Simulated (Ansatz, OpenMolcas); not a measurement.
How methods differ on SiPH5O2 (SMILES O[SiH2]OP)

SiPH5O2: 9 atoms, total charge 0, spin state singlet. As SMILES, `O[SiH2]OP`. The shape is that of a PBE0-D4/def2-TZVP optimisation. This is one conformer, not always the lowest.

Each level gives the HOMO–LUMO gap (eV). The values are calculated.

```
                                 level                    kind     program  value (eV)  CPU time
    SVWN5/6-31G* (spherical functions)                     LDA  OpenMolcas        4.82      37 s
   revPBE/6-31G* (spherical functions)                     GGA      Ansatz        5.04     2.4 s
     TPSS/6-31G* (spherical functions)                meta-GGA  OpenMolcas        5.30      69 s
   M06-2X/6-31G* (spherical functions)         hybrid meta-GGA  OpenMolcas        9.26      63 s
CAM-B3LYP/6-31G* (spherical functions)  range-separated hybrid      Ansatz        9.71     3.1 s
    HSE06/6-31G* (spherical functions)  range-separated hybrid      Ansatz        6.42     3.2 s
    wB97X/6-31G* (spherical functions)  range-separated hybrid      Ansatz       11.79      11 s
 PBE-QIDH/6-31G* (spherical functions)           double hybrid      Ansatz       11.14     3.9 s
```

The values span 4.82 to 11.79 eV. Orbital gaps aren't excitation energies, and those of double hybrids come from the SCF part alone; they tend to grow with the share of exact exchange. Times are those of the runs behind each value, whatever else they computed, on shared processors of several kinds: orders of magnitude only.
